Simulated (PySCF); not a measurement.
Geometry:
```csv
atom,x (Å),y (Å),z (Å)
Al1,-0.133,-0.276,-0.082
C2,1.770,-0.392,0.355
C3,2.228,-1.622,1.139
H4,2.069,0.539,0.870
H5,2.298,-0.348,-0.619
H6,3.323,-1.653,1.263
H7,1.789,-1.647,2.149
H8,1.926,-2.558,0.642
C9,-1.171,1.362,-0.335
C10,-2.505,1.228,-1.069
H11,-0.523,2.116,-0.818
H12,-1.338,1.764,0.684
H13,-3.056,2.181,-1.106
H14,-2.367,0.891,-2.108
H15,-3.160,0.487,-0.585
Cl16,-1.185,-2.106,-0.315
```

All values are calculated (PySCF 2.14.0 with density-fitted response routines): PBE0-D3(BJ)/def2-SVP geometry, shielding tensors at B3LYP/pcSseg-1 (pcSseg-2 on Al) (GIAO). In vacuum, fast rotation and ring inversion assumed for equivalent nuclei, a single conformation, non-relativistic Hamiltonian.

δ = σ(ref) − σ, references computed at the same level: $^{13}$C (σref 179.24) and $^{1}$H (σref 31.38) against TMS; [Al(H2O)6]3+ for $^{27}$Al (σref 571.15); $^{35}$Cl (σref 930.46) against HCl.

| atoms | nucleus | count | δ (ppm) |
| --- | --- | --- | --- |
| C3/C10 | $^{13}$C | 2 | ? |
| H6/H7/H8/H13/H14/H15 | $^{1}$H | 6 | 1.16 |
| Al1 | $^{27}$Al | 1 | 279.7 |
| H4/H5/H11/H12 | $^{1}$H | 4 | 0.24 |
| Cl16 | $^{35}$Cl | 1 | 35 |
| C2/C9 | $^{13}$C | 2 | ? |

Q: Complete the table.

A: 
- C3/C10: 10.2 ppm, carbon bonded to C, 3 H
- C2/C9: 7.0 ppm, carbon bonded to C, Al, 2 H

Shifts are as computed, not scaled to solution data. Of 1211 compounds with measured shifts, 218 miss one by over three times the rms of a fit or turn the order of signals round; such compounds aren't used in these exercises.
